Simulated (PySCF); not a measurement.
SMILES [CH3][Al]([CH3])[SiH2][Si](O)(O)C (C₃H₁₃AlO₂Si₂), GFN2-xTB optimised geometry.

```
21

Si     0.98    -0.74    -1.50
C      2.44    -1.74    -0.78
O      1.78     0.56    -2.09
O      0.30    -0.07     0.00
Si    -1.21    -1.12    -2.21
Al    -1.60    -0.07     0.00
C     -2.09    -1.31     1.49
C     -2.10     1.87     0.00
H      2.94    -2.30    -1.56
H      3.18    -1.09    -0.32
H      2.09    -2.45    -0.03
H      1.35     1.18    -2.68
H      0.92     0.28     0.64
H     -1.26    -2.56    -2.57
H     -1.21    -0.54    -3.58
H     -1.67    -1.04     2.46
H     -3.18    -1.34     1.64
H     -1.79    -2.35     1.31
H     -1.82     2.40    -0.92
H     -1.66     2.45     0.82
H     -3.18     2.00     0.10
```

Density from CAM-B3LYP/def2-SVP (PySCF 2.14.0) at that geometry.

Minimum of the electron density along straight lines between bonded atoms, close to the bond critical point (lines longer than 1.1 times the sum of covalent radii, or with two minima, are not listed):

| bond | length / Å | ρ at the minimum / e bohr⁻³ | ∇²ρ there / e bohr⁻⁵ | position (fraction from the first atom) |
|---|---|---|---|---|
| Si1–C2 | 1.905 | 0.114 | 0.29 | 0.38 |
| Si1–O3 | 1.640 | 0.126 | 1.03 | 0.41 |
| Si1–O4 | 1.780 | 0.090 | 0.60 | 0.41 |
| Si1–Si5 | 2.332 | 0.087 | (withheld) | 0.66 |
| O4–Al6 | 1.892 | 0.057 | (withheld) | 0.58 |
| Si5–Al6 | 2.476 | (withheld) | 0.09 | 0.65 |
| Al6–C7 | 2.001 | 0.077 | 0.30 | 0.40 |
| Al6–C8 | 2.003 | 0.077 | 0.30 | 0.40 |
| C2–H9 | 1.084 | 0.274 | -1.00 | 0.63 |
| C2–H10 | 1.088 | 0.270 | -0.98 | 0.63 |
| C2–H11 | 1.086 | 0.273 | -0.99 | 0.63 |
| O3–H12 | 0.952 | 0.356 | -2.51 | 0.82 |
| O4–H13 | 0.961 | 0.345 | -2.48 | 0.82 |
| Si5–H14 | 1.483 | 0.111 | 0.31 | 0.49 |
| Si5–H15 | 1.491 | 0.109 | 0.31 | 0.49 |
| C7–H16 | 1.098 | 0.262 | -0.89 | 0.62 |
| C7–H17 | 1.094 | 0.265 | -0.91 | 0.62 |
| C7–H18 | 1.097 | 0.263 | -0.90 | 0.62 |
| C8–H19 | 1.097 | 0.263 | -0.90 | 0.62 |
| C8–H20 | 1.098 | 0.262 | -0.89 | 0.62 |
| C8–H21 | 1.095 | 0.265 | -0.91 | 0.62 |

Question: What belongs in the gaps?

Answer: 
- Si1–Si5, ∇²ρ there / e bohr⁻⁵: 0.03
- O4–Al6, ∇²ρ there / e bohr⁻⁵: 0.44
- Si5–Al6, ρ at the minimum / e bohr⁻³: 0.052
